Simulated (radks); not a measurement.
Valence configurations of Mo II (all share [Kr]). Method: scalar-relativistic Kohn-Sham, LDA (Slater exchange, Perdew-Wang correlation), spin-polarised, spherical densities, point nucleus; open shells are filled with parallel spins first (spin-orbit coupling, left out, can overturn this in heavy ions); computed with a radial shooting solver on a logarithmic mesh with Libxc functionals. Energies are relative to 4d5; eigenvalues in eV for spin up.

| valence | E (eV) | moment (Bohr magnetons) | e(4d) | e(5p) | e(5s) |
|---|---|---|---|---|---|
| 4d5 | 0.000 | 5 | -11.547 | - | - |
| 4d4.5 5s0.5 | 0.559 | 5 | -12.697 | - | -11.318 |
| 4d3.5 5s0.5 5p1 | 7.299 | 5 | -16.181 | -8.438 | -13.250 |
| 4d3.5 5s1.5 | 3.430 | 4 | -15.115 | - | -12.397 |
| 4d4 5s1 | 1.391 | 5 | -13.892 | - | -11.941 |
| 4d4.5 5p0.5 | 2.773 | 5 | -13.239 | -7.271 | - |
| 4d3 5p2 | 13.970 | 5 | -18.442 | -9.385 | - |
| 4d4 5p1 | 5.994 | 5 | -14.951 | -8.023 | - |
| 4d3 5s2 | 5.571 | 3 | -16.342 | - | -12.805 |

NIST lists [Kr] 4d5 as the ground configuration; this level of theory agrees among the configurations tried. The energies are those of spherical high-spin densities, not of single terms.
